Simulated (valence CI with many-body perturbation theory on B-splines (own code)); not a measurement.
Forbidden lines of Pd³²⁺

Level of theory: valence CI with perturbative core correlation (CI+MBPT): four valence electrons over a frozen Dirac-Fock core [Ne], radial functions for each j: 11 s, 11 p, 10 d, 8 f, 5 g, 2 h, with the one-electron correlation potential Σ1, the two-electron term Σ2, the three-electron term Σ3, Breit, model QED; selected CI, second order for the rest, scaled by the run's own slope (own B-spline code, finite nucleus).

The last digits are not significant, and no measured levels were compared; by estimate large intervals hold to a few tenths of a per cent, small ones and those within an open d or f shell to about a per cent. Among the levels kept, up to 700 cm⁻¹ of a level comes from second order outside the variational space, and about a tenth of that is noise between levels of different J, which matters for small intervals.

Lines 1 to 8 of 8 in falling wavelength, among levels below 450.79 eV, chosen from the decays that carry over 1 % of a level's rate. Wavelengths and rates use the calculated energies. Electric multipoles are in the length gauge with retardation, E1 and E2 with the static RPA response of the core. M1 uses the relativistic operator with retardation. S is in atomic units (e²a₀⁴ for E2 and M2, e²a₀⁶ for E3), for M1 in squared Bohr magnetons. Weak lines are less certain than strong ones. Lines between different terms over intervals too small for the method are left out, as are lines whose strength nearly cancels.

Levels are named by their leading jj configuration (3d3/2^4 stands for four electrons in 3d with j = 3/2), which in mixed levels can hold well under half, so a name can repeat and another be missing.

| λ vac (Å) | Upper | Lower | Type | A (s⁻¹) | S (a.u.) |
| --- | --- | --- | --- | --- | --- |
| 2439 | (3s^2 3p1/2 3p3/2) J=2 | (3s^2 3p1/2 3p3/2) J=1 | M1 | 4.13e+02 | 1.11e+00 |
| 439.7 | (3s^2 3p3/2 3d5/2) J=4 | (3s^2 3p1/2 3d5/2) J=3 | M1 | 1.82e+05 | 5.16e+00 |
| 381.2 | (3s^2 3p1/2 3p3/2) J=1 | (3s^2 3p1/2^2) J=0 | M1 | 2.49e+05 | 1.54e+00 |
| 342.0 | (3s^2 3p3/2^2) J=2 | (3s^2 3p1/2 3p3/2) J=2 | M1 | 2.49e+05 | 1.85e+00 |
| 329.7 | (3s^2 3p1/2 3p3/2) J=2 | (3s^2 3p1/2^2) J=0 | E2 | 5.39e+02 | 9.38e-03 |
| 300.0 | (3s^2 3p3/2^2) J=2 | (3s^2 3p1/2 3p3/2) J=1 | M1 | 2.78e+05 | 1.39e+00 |
| 248.5 | (3s^2 3p3/2 3d5/2) J=4 | (3s 3p1/2 3p3/2^2) J=3 | M1 | 3.56e+04 | 1.82e-01 |
| 234.4 | (3s^2 3p3/2^2) J=0 | (3s^2 3p1/2 3p3/2) J=1 | M1 | 9.65e+05 | 4.61e-01 |
